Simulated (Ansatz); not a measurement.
Relaxation of C2H6AlN (10 atoms, charge 0, multiplicity 1), to a largest force component of 0.02 eV/Å in at most 50 steps.

All numbers below come from RKS B3LYP/def2-mTZVP (Ansatz 0.2.0).

```xyz
10
Properties=species:S:1:pos:R:3
C -1.049 0.595 -0.282
C -0.177 -0.541 -0.010
N 0.521 -0.363 1.243
Al 1.768 -0.244 -0.314
H -1.341 0.653 -1.394
H -2.038 0.531 0.281
H -0.607 1.612 -0.006
H -0.572 -1.536 -0.138
H 0.746 -1.290 1.711
H 2.833 0.532 -1.087
```

Q: Where does it end, and by what steps?

A: It converged. After 10 steps the energy has fallen by 1.295 eV; H9 moved furthest, 0.65 Å.

```json
{"step": "0", "energy less start (eV)": "0.0000", "largest force component (eV/Å)": "3.404", "accepted": "yes"}
{"step": "1", "energy less start (eV)": "-0.6581", "largest force component (eV/Å)": "1.909", "accepted": "yes"}
{"step": "2", "energy less start (eV)": "-0.9786", "largest force component (eV/Å)": "1.113", "accepted": "yes"}
{"step": "3", "energy less start (eV)": "-1.1048", "largest force component (eV/Å)": "0.547", "accepted": "yes"}
{"step": "4", "energy less start (eV)": "-1.1788", "largest force component (eV/Å)": "0.681", "accepted": "yes"}
{"step": "5", "energy less start (eV)": "-1.2683", "largest force component (eV/Å)": "0.579", "accepted": "yes"}
{"step": "6", "energy less start (eV)": "-1.1759", "largest force component (eV/Å)": "2.644", "accepted": "no"}
{"step": "7", "energy less start (eV)": "-1.2883", "largest force component (eV/Å)": "0.247", "accepted": "yes"}
{"step": "8", "energy less start (eV)": "-1.2928", "largest force component (eV/Å)": "0.394", "accepted": "yes"}
{"step": "9", "energy less start (eV)": "-1.2944", "largest force component (eV/Å)": "0.093", "accepted": "yes"}
{"step": "10", "energy less start (eV)": "-1.2949", "largest force component (eV/Å)": "0.019", "accepted": "yes"}
```

```xyz
10
Properties=species:S:1:pos:R:3
C -1.193 0.578 -0.221
C -0.101 -0.471 -0.244
N 0.809 -0.528 0.969
Al 1.816 -0.158 -0.390
H -1.696 0.637 -1.191
H -1.960 0.339 0.529
H -0.805 1.571 0.017
H -0.509 -1.449 -0.519
H 0.436 -0.749 1.883
H 3.286 0.180 -0.832
```

Time of the run: 29 s on 2 threads of Arm Neoverse V1, on a shared host, peak memory 0.2 GiB.
